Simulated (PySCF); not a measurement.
A PySCF script (with the pyscf-properties extension) for the NMR shieldings of SMILES C=C[Si@H](Cl)[SiH2]SC, C3H9ClSSi2, on a GFN2-xTB geometry:

```python
import basis_set_exchange as bse
import numpy as np
from pyscf import gto, dft
from pyscf.prop import nmr

atoms = """
C    -2.380160    1.363215    0.424973
C    -2.555124    0.087985    0.742571
Si   -1.483163   -1.310540    0.073165
Cl   -1.996150   -2.986004    1.115162
Si    0.757526   -0.956381    0.493338
S     1.305159    0.847709   -0.537321
C     3.078733    0.892901   -0.148690
H    -2.996376    2.150934    0.828094
H    -1.603100    1.672406   -0.254312
H    -3.347143   -0.177732    1.432121
H    -1.849443   -1.590668   -1.321517
H     1.134208   -0.716458    1.894038
H     1.674220   -2.000262    0.019513
H     3.230401    0.680724    0.903939
H     3.592620    0.158877   -0.761162
H     3.430193    1.892239   -0.380357
"""
names = dict.fromkeys(["C", "Si", "Cl", "S", "H"], "pcSseg-1")
basis = {el: gto.basis.parse(bse.get_basis(n, elements=[el], fmt="nwchem")) for el, n in names.items()}
mol = gto.M(atom=atoms, basis=basis, charge=0, verbose=0)
mf = dft.RKS(mol, xc="PBE0")
mf.grids.level = 2
mf.grids.alignment = dft.numint.BLKSIZE   # the property module wants whole blocks of grid points
mf.conv_tol = 1e-9
mf.kernel()

calc = nmr.RKS(mf)   # GIAO
C = mf.mo_coeff
Co = C[:, mf.mo_occ > 0]
resp = mf.gen_response(singlet=True, hermi=2)
def vind(x):   # induced exchange potential for any number of trial vectors
    d = np.einsum("pi,xij,qj->xpq", C, 2 * x.reshape(-1, C.shape[1], Co.shape[1]), Co, optimize=True)
    return np.einsum("xpq,pi,qj->xij", resp(d - d.transpose(0, 2, 1)), C, Co, optimize=True).ravel()
mo1, _ = nmr.rhf.solve_mo1(calc, with_cphf=vind)
sigma = calc.kernel(mo1)
for i, s in enumerate(sigma):   # ppm
    print("%2d %-2s %9.2f" % (i, mol.atom_pure_symbol(i), np.trace(s) / 3))
```

Task: What are the results?

Result: 
```
 0 C      40.17
 1 C      43.61
 2 Si    369.12
 3 Cl   1012.26
 4 Si    397.69
 5 S     744.51
 6 C     168.52
 7 H      25.07
 8 H      25.50
 9 H      25.25
10 H      25.92
11 H      27.08
12 H      27.10
13 H      29.98
14 H      29.44
15 H      29.50
```

These numbers come from an equivalent density-fitted implementation of the same equations, which agrees with the script to about 0.01 ppm for H and up to a few tenths of a ppm for heavy atoms, so last digits may differ.

Size and cost of the density-fitted run: 192 basis functions, 72 s wall time on 1 thread of an Arm Neoverse N1, shared host; peak memory 0.85 GiB.
